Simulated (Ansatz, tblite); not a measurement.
Removing an electron: [AlF6]3- (AlF6³⁻). Total charge -3; singlet. Geometry: r2SCAN-D4/def2-SVPD. Ansatz, gas phase; energy differences of separate SCF runs; the oxidised species was run as a doublet alone.

Cartesian coordinates in Å:
```
Al 0.000 0.000 0.000
F 0.022 0.790 1.725
F -0.022 -0.790 -1.725
F 1.069 -1.430 0.641
F -1.069 1.430 -0.642
F 1.567 0.964 -0.462
F -1.567 -0.964 0.462
```

The xTB rows come from tblite. A multiply charged anion in the gas phase is held together partly by the finite basis. Removing one electron lowers the energy by 3.73 eV at PBE0-D4/def2-TZVPD, so it isn't bound. HOMO above LUMO, or a gap near zero within one spin, warns that the state may not be the lowest or that an electron is smeared out.

Question: Estimate orbital energies and vertical ionisation energies at: GFN1-xTB; GFN2-xTB; HF/def2-TZVPD; PBE-D4/def2-TZVPD; PBE0-D4/def2-TZVPD.

Answer: 
```csv
level,−HOMO (eV),vertical IE (eV),−LUMO (eV),HOMO–LUMO gap (eV),remarks
GFN1-xTB,-4.04,-0.87,-9.32,5.27,–
GFN2-xTB,-4.20,-1.07,-16.86,12.65,–
HF/def2-TZVPD,-0.51,-3.84,-12.17,11.66,HOMO above zero (-3 singlet)
PBE-D4/def2-TZVPD,-7.35,-4.66,-10.34,2.99,"HOMO above zero (-2 doublet), HOMO above zero (-3 singlet), gap within one spin near zero (-2 doublet)"
PBE0-D4/def2-TZVPD,-5.58,-3.73,-10.87,5.29,"HOMO above zero (-2 doublet), HOMO above zero (-3 singlet)"
```

Relaxing the oxidised species (r2SCAN-D4/def2-SVPD) changes its energy by -0.08 eV at PBE-D4/def2-TZVPD, so the adiabatic ionisation energy to this nearest minimum is -4.74 eV. At PBE0-D4/def2-TZVPD it is -3.95 eV. The highest occupied level of the relaxed charge -2 doublet lies above zero (up to 2.10 eV). It is a level of β spin, whose loss leaves a triplet; that state wasn't run at this geometry and level. The electron is either unbound and held by the finite basis, or the level is raised by self-interaction error. The gap within one spin of the relaxed charge -2 doublet nearly closes, so an electron or hole may be smeared out by delocalisation error.    A HOMO above zero means that the electron is unbound at that level or that self-interaction error raises the level; the energy of removing that electron tells which. Raw xTB energy differences between charge states are shifted by several eV; the methods need an empirical correction for them.
